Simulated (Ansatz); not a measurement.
K₂Na₆⁺. Charge 1, multiplicity 2. Geometry PBE0/def2-SVP; atoms count from 1.

```
atom   x (Å)   y (Å)   z (Å)
 Na1  -1.032   2.824  -0.751
 Na2  -1.889   0.120  -2.967
 Na3  -1.479   1.233   3.149
 Na4  -0.142  -3.233  -1.447
 Na5  -0.952  -0.452   0.284
 Na6   1.635   1.720   1.562
  K7   2.158   0.176  -2.115
  K8   1.701  -2.387   2.286
```

Another isomer (doublet) lies 0.07 eV lower at PBE0/def2-TZVP; other spin states weren't run for this one.

Estimate the Mulliken populations from the PBE0/def2-TZVP orbitals of Ansatz.


```csv
atom,charge (e),spin (α − β)
Na1,0.09,0.05
Na2,-0.01,-0.02
Na3,-0.01,0.28
Na4,-0.05,-0.02
Na5,0.46,0.16
Na6,0.01,0.19
K7,0.26,0.31
K8,0.25,0.05
```
Mulliken values and Mayer orders depend strongly on the basis.

Where does the spin sit?

Summed by element: Na 0.64, K 0.36, of 1 unpaired in all. Largest on single atoms: K7 0.31, Na3 0.28, Na6 0.19.

And the Mayer bond orders between bonded heavy atoms (over 0.3)?

Na1–Na2 0.38 (3.60 Å); Na3–Na6 0.36 (3.53 Å); Na4–K8 0.31 (4.25 Å).
